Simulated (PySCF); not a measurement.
Species: C4H10OSe.
Geometry (PBE0-D3(BJ)/def2-SVP, Å), atoms numbered from 1 in this order:
```
atom  x, y, z in Å
C1     3.1524    0.0807   -0.3926
C2     2.2549   -0.2701    0.7836
C3     0.8843   -0.7839    0.3849
Se4   -0.1647    0.7031   -0.3878
C5    -1.8888   -0.1082    0.0339
O6     0.0202    1.8918    0.7339
H7     3.3105   -0.7853   -1.0557
H8     4.1392    0.4240   -0.0487
H9     2.7235    0.8938   -1.0006
H10    2.0985    0.6189    1.4183
H11    2.7402   -1.0317    1.4169
H12    0.9239   -1.5926   -0.3640
H13    0.3135   -1.1290    1.2600
H14   -1.9642   -1.1049   -0.4240
H15   -1.9518   -0.1622    1.1295
H16   -2.6749    0.5520   -0.3550
```

Level of theory: PySCF 2.14.0, density-fitted response routines, TDDFT wB97X-D/def2-SVPD, vertical, gas phase, core orbitals frozen in the response. Relativistic effects, spin–orbit coupling among them, are left out although an element past zinc is present.

Ground-to-excited transition dipoles (e·a0, same axes as the geometry; the sign carries no meaning), for the states with f of 0.002 or more among the lowest 7:

```tsv
state	E (hartree)	μx	μy	μz
S1	0.1983	-0.029	0.135	0.255
S2	0.2066	0.622	-0.136	0.133
S3	0.2224	0.144	-0.057	0.000
S4	0.2346	0.014	0.045	-0.451
S5	0.2431	-0.083	-0.209	-0.009
S6	0.2557	-0.221	-0.426	0.415
S7	0.2694	0.240	0.051	0.043
```

Question: Work out the oscillator strengths.

Answer: f = (2/3) ΔE |μ|² with ΔE in hartree (27.2114 eV).

```json
{"state": "S1", "|μ|² (au)": "0.084", "|μ| (D)": "0.74", "f": "0.011"}
{"state": "S2", "|μ|² (au)": "0.423", "|μ| (D)": "1.65", "f": "0.058"}
{"state": "S3", "|μ|² (au)": "0.024", "|μ| (D)": "0.39", "f": "0.004"}
{"state": "S4", "|μ|² (au)": "0.205", "|μ| (D)": "1.15", "f": "0.032"}
{"state": "S5", "|μ|² (au)": "0.051", "|μ| (D)": "0.57", "f": "0.008"}
{"state": "S6", "|μ|² (au)": "0.402", "|μ| (D)": "1.61", "f": "0.069"}
{"state": "S7", "|μ|² (au)": "0.062", "|μ| (D)": "0.63", "f": "0.011"}
```

Question: Which bond between heavy atoms lies closest to the direction of the S6 transition dipole?

Answer: C1–C2, at 30° from it; next Se4–C5 at 43°.

Question: What angle do the transition dipoles of S2 and S4 make?

Answer: |cos θ| = |μa·μb| / (|μa| |μb|) = 0.20, so θ ≈ 79° (taken between 0 and 90°, since the signs are arbitrary).

Question: How is the summed strength of these states shared among x, y and z?

Answer: (2/3) Σ ΔE μα² gives 0.076 for x, 0.044 for y and 0.073 for z, 0.193 in all.

Question: What peak molar absorption coefficient would the strongest computed level give as a lone Gaussian band 0.3 eV wide at half height?

Answer: ε(max) = 2.175×10⁸ f / FWHM, with the width in cm⁻¹. S6: 2.175×10⁸ × 0.0686 / 2420 ≈ 6200 L mol⁻¹ cm⁻¹.

The vertical ionisation energy (ΔSCF) is 8.61 eV, 1.28 eV above S7.

One conformer stands for the species.
